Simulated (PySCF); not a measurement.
Several structures and their simulated spectra, in scrambled order.

A. `C(N/C=C\CC)(C)=O`
B. SMILES C(=C)C1=CC([SiH3])=CP1N
C. SMILES COC(=O)c1pcnn1[SiH3]
D. SMILES CC(C)[SiH](C)C

Spectrum 1. 1H NMR (400 MHz, computed): δ 7.27 (m, 1H), 6.94 (m, 1H), 6.66 (m, 1H), 5.85 (m, 1H), 5.44 (m, 1H), 4.33 (s, 3H), 1.12 (br s, 2H). 13C{1H} NMR (computed): δ 167.9 (C), 161.0 (CH), 148.9 (C), 143.1 (CH), 141.2 (CH), 124.0 (CH2).

Spectrum 2. 1H NMR (400 MHz, computed): δ 4.05 (m, 1H), 1.08 (d, 6H), 0.69 (m, 1H), 0.05 (d, 6H). 13C{1H} NMR (computed): δ 20.9 (CH3), 19.3 (CH), -4.7 (CH3).

Spectrum 3. 1H NMR (400 MHz, computed): δ 9.11 (m, 1H), 5.41 (s, 3H), 4.23 (s, 3H). 13C{1H} NMR (computed): δ 175.5 (C), 173.0 (CH), 172.1 (C), 54.8 (CH3).

Spectrum 4. 1H NMR (400 MHz, computed): δ 7.10 (m, 1H), 6.34 (br, 1H), 5.01 (m, 1H), 1.96 (s, 3H), 1.94 (m, 2H), 1.01 (t, 3H). 13C{1H} NMR (computed): δ 166.4 (C), 128.7 (CH), 112.5 (CH), 24.4 (CH3), 23.5 (CH2), 17.3 (CH3).

Level of theory: GFN2-xTB structure, σ from GIAO-PBE0/pcSseg-1, in PySCF (averaged over atoms made equivalent by symmetry, fast rotation or ring inversion, one computed conformer, no relativistic terms, isolated molecule).

δ = σ(ref) − σ, references computed at the same level: TMS for 1H (31.72 ppm) and 13C (186.93 ppm). Splittings of carbon signals by F and P are missing where no couplings were computed. Where no couplings were computed, multiplicities follow the n + 1 count of equivalent neighbours, and m marks all less simple cases (inequivalent or close neighbours, rings, F or P nearby). Acid and N–H amide carbonyl carbons lie up to 10 ppm further downfield in solution (hydrogen bonding). Shifts are as computed. Against solution values, carbons near 30 ppm lie about +3 ppm off and those near 130 ppm about +5 ppm. Of 1211 compounds with measured shifts, 218 miss one by over three times the rms of a fit or turn the order of signals round; such compounds aren't used in these exercises. OH and NH positions are gas-phase values without hydrogen bonding to other molecules.

**Question.** Which spectrum belongs to which compound?

**Answer.** 1–B, 2–D, 3–C, 4–A.

- Spectrum 1 (B): 6 13C signals; δC 141.2 is an alkene CH; δC 124.0 is a terminal =CH2 carbon.
- Spectrum 2 (D): 3 13C signals; δC 20.9 is a methyl carbon; δC -4.7 is a methyl carbon bonded to Si.
- Spectrum 3 (C): 4 13C signals; δC 175.5 is an ester carbonyl carbon; δC 173.0 is an aromatic CH next to a ring nitrogen.
- Spectrum 4 (A): 6 13C signals; δC 166.4 is an amide carbonyl carbon; δC 128.7 is an alkene carbon bearing nitrogen.
